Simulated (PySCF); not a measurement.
# Worked example: oscillator strength and radiative lifetime

B(I)2(Me) (CH3BI2), SMILES IB(C)I.

Geometry: B3LYP-D3(BJ)/def2-SVP. The def2 effective core potentials stand for the cores of I; spin–orbit coupling is left out.

TDA-PBE/def2-SVPD (PySCF 2.14.0) puts the first singlet state with f over 0.02 at 4.46 eV (vertical), with the transition dipole (0.000, 0.000, -1.086) in atomic units.

Task: Find the oscillator strength, the wavelength and the radiative lifetime that this transition would have in vacuum if emission retraced absorption.

Result: 
|μ|² = 1.1794 au, so |μ| = 2.76 D. ΔE = 4.46/27.211 = 0.1639 hartree. f = (2/3) ΔE |μ|² = 0.129 (the program prints 0.129).
λ = 1239.84/4.46 = 278 nm; ν = 35972 cm⁻¹.
Einstein's coefficient A = 0.6670 ν² f s⁻¹ (ν in cm⁻¹) = 1.1e8 s⁻¹, so τ = 1/A = 9.0 ns. This state is S3; the lower singlets have f = 0.000, 0.000. The figure is the radiative limit of this one transition; relaxation, internal conversion, crossing to triplets and a medium change what is measured.
